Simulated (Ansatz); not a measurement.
Species: sum formula SiHS, charge 1, multiplicity 1. It need not be the lowest isomer of its formula. 
Structure (B3LYP-D3(BJ)/def2-TZVP (Ansatz, an electronic-structure program) minimum search):
```
S
H 1 1.3631
Si 1 2.0643 2 88.43
```
Charge +1, spin multiplicity 1.

Computed values are from Ansatz. Correlated levels leave the core frozen unless marked. Open shells are spin-unrestricted. Spin-orbit coupling is left out. Non-relativistic. Basis-set limits of correlation are two-point, X^-3; Hartree-Fock from the larger set (for Q and 5 zeta extrapolated as (X+1)exp(-9√X)).

Task: What is the vertical triplet-singlet gap at CCSD(T)/CBS(aug-cc-pV(T+d)Z,aug-cc-pV(Q+d)Z)?

Result: 2.77 eV.

Task: What is the vertical electron affinity (to the doublet; negative means unbound) at CCSD(T)/CBS(aug-cc-pV(T+d)Z,aug-cc-pV(Q+d)Z)?

Result: 7.34 eV.

Task: What is the total energy at CCSD(T)/CBS(cc-pV(Q+d)Z,cc-pV(5+d)Z)?

Result: -687.1216 Eh.

Task: What is the T1 diagnostic at CCSD/cc-pV(5+d)Z?

Result: 0.019.
